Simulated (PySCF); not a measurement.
Al(Cl)(Br)(OH) (AlBrClHO), SMILES [OH][Al]([Cl])[Br]. Heavy atoms are numbered as in [Al:1]([Cl:2])([Br:3])[OH:4]. Hydrogens are named by the atom that carries them.

Coordinates come from a PBE0-D3(BJ)/def2-SVP optimisation. Other conformers were not sampled.

Method: KT2/pcSseg-1 (PySCF).

GIAO shieldings, no solvent; atoms alike by connectivity are averaged. δ = σ(ref) − σ: ³⁵Cl against HCl (σ = 945.4 ppm); ¹⁷O against H2O (σ = 330.4 ppm); ¹H against TMS (σ = 31.47 ppm), references at their B3LYP-D3(BJ)/def2-TZVP geometries, non-relativistic (without spin–orbit terms, shifts of atoms bonded to Cl or Br come out too high).

```json
[
 {"nucleus": "³⁵Cl", "atoms": "Cl2", "count": "1", "δ (ppm)": "6.1"},
 {"nucleus": "¹⁷O", "atoms": "O4 (OH)", "count": "1", "δ (ppm)": "70.6"},
 {"nucleus": "¹H", "atoms": "H on O4", "count": "1", "δ (ppm)": "2.95"}
]
```
